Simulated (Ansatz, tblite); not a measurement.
Adding an electron: Nb3Te4⁺. The state is a singlet with charge 1. Geometry: PBE-D4/def2-SVP. Ansatz, gas phase; energy differences of separate SCF runs; the reduced species was run as a doublet alone.

```xyz
7

Nb   -0.9910   -1.1701    0.3962
Nb    0.6657   -0.1498   -1.4309
Nb    0.9897    0.4547    1.1499
Te   -1.4598    0.7648    2.1874
Te   -1.9732   -0.1762   -1.8888
Te    1.1515    2.3816   -0.7035
Te    1.6172   -2.1050    0.2897
```

In the def2 sets Nb, Te take a core potential; there is no spin–orbit coupling. The xTB rows come from tblite. The structure comes from a short search, and lower isomers may exist.

(1) Estimate orbital energies and vertical electron affinities at: GFN1-xTB; GFN2-xTB; PBE-D4/def2-TZVP; r2SCAN-D4/def2-TZVP; PBE0-D4/def2-TZVP.

Results:

(1) 
```
              level  −HOMO (eV)  −LUMO (eV)  vertical EA (eV)  HOMO–LUMO gap (eV)                                     remarks
           GFN1-xTB       14.02       13.43             11.36                0.59                                           –
           GFN2-xTB       15.02       14.74             11.88                0.28                                           –
   PBE-D4/def2-TZVP        8.93        7.84              5.95                1.09                                           –
r2SCAN-D4/def2-TZVP        9.16        7.81              6.00                1.35  restricted SCF unstable in HF (+1 singlet)
  PBE0-D4/def2-TZVP        9.94        7.19              5.96                2.75  restricted SCF unstable in HF (+1 singlet)
```

  Raw xTB energy differences between charge states are shifted by several eV; the methods need an empirical correction for them.
